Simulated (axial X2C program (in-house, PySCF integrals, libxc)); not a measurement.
# IErI: a free-ion multiplet in an axial field

Calculated with an axial X2C code built on PySCF integrals: two-component X2C with atomic mean-field Coulomb and Gaunt terms, basis I dyall-v3z, Er dyall-v3z (cores contracted in-house). Orbitals come from Hartree–Fock averaged over the configuration Er f12 s0; CI then distributes these electrons over the f, s shells of Er.

I–Er–I held linear, both bonds 3.001 Å.

Which level do Hund's rules give for f12, how many Ω levels does it split into, and what is its Landé factor?

S = 1, L = 5, J = 6 (3H6). It gives Ω = 0 to 6, 7 levels. gJ = 3/2 + [S(S+1) − L(L+1)]/[2J(J+1)] = 1.167, so g∥ = 2gJΩ.

The computed levels compare thus:

| Ω | energy (cm⁻¹) | g∥ computed | 2gJΩ |
| --- | --- | --- | --- |
| 0 | 0 | 0.00 | 0.00 |
| 1 | 37 | 2.36 | 2.33 |
| 2 | 150 | 4.71 | 4.67 |
| 3 | 347 | 7.06 | 7.00 |
| 4 | 633 | 9.39 | 9.33 |
| 5 | 1006 | 11.70 | 11.67 |
| 6 | 1445 | 13.99 | 14.00 |

The 7 lowest levels are just these Ω; they span 1445 cm⁻¹, the lowest has Ω = 0, and the next level lies at 6667 cm⁻¹. Departures of g∥ from 2gJΩ come from intermediate coupling and from mixing with the higher-lying level J − 1 of the term. The computed g∥ is the magnitude of 2⟨Lz + ge Sz⟩.

Dynamic correlation is missing, so gaps between terms are too wide and other configurations may lie lower; the lowest level listed is that of this model, not necessarily the ground state. At most 4 roots were kept for each Ω > 0 (twice that for Ω = 0) within 2.2 eV of the lowest, so higher up levels can be missing between those listed; levels with Ω > 0 are doubly degenerate and listed once, Ω = 0 levels singly. States that fill the shells left empty in the average are placed too high. The molecule was held linear; bending was not examined.
